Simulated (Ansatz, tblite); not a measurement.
Species of one formula, C₄H₁₁BiO (singlet), each relaxed with PBE-D4/def2-SVP in Ansatz.

In the def2 sets Bi takes a core potential; there is no spin–orbit coupling. The xTB rows come from tblite. LC-ωPBE has ω = 0.4 bohr⁻¹. B3LYP takes the VWN-RPA correlation. Correlated methods freeze 9 core orbitals; core or outer-core shells of Bi are correlated, in sets that lack core-valence functions.

Other spin states weren't relaxed.

A: BiH2(OtBu) (C₄H₁₁BiO)

B: BiMe2(OEt) (C4H11BiO)

Question: Estimate their order by electronic energy at CAM-B3LYP-D4/def2-TZVP, counted from the lowest.

Answer: B (0.00) < A (0.21), in eV.

Question: Do the other levels pick the same lowest one?

Answer: Not GFN1-xTB, GFN2-xTB, MP2/def2-SVP, CCSD/def2-SVP, CCSD(T)/def2-SVP. Energies above each level's lowest (eV):

```tsv
level	A	B
GFN1-xTB	0.00	0.80
GFN2-xTB	0.00	0.64
HF/def2-SVP	0.11	0.00
HF/def2-TZVP	0.27	0.00
PBE-D4/def2-SVP	0.07	0.00
PBE-D4/def2-TZVP	0.31	0.00
r2SCAN-D4/def2-TZVP	0.27	0.00
B3LYP-D4/def2-TZVP	0.30	0.00
PBE0-D4/def2-SVP	0.04	0.00
PBE0-D4/def2-TZVP	0.24	0.00
CAM-B3LYP-D4/def2-TZVP	0.21	0.00
LC-ωPBE/def2-TZVP	0.21	0.00
MP2/def2-SVP	0.00	0.00
MP2/def2-TZVP	0.38	0.00
CCSD/def2-SVP	0.00	0.06
CCSD(T)/def2-SVP	0.00	0.08
```
Point groups (tolerance 0.1 Å): A not assigned, B not assigned. From def2-SVP to def2-TZVP the PBE0 values move by up to 0.20 eV, so results in the small set are rough.
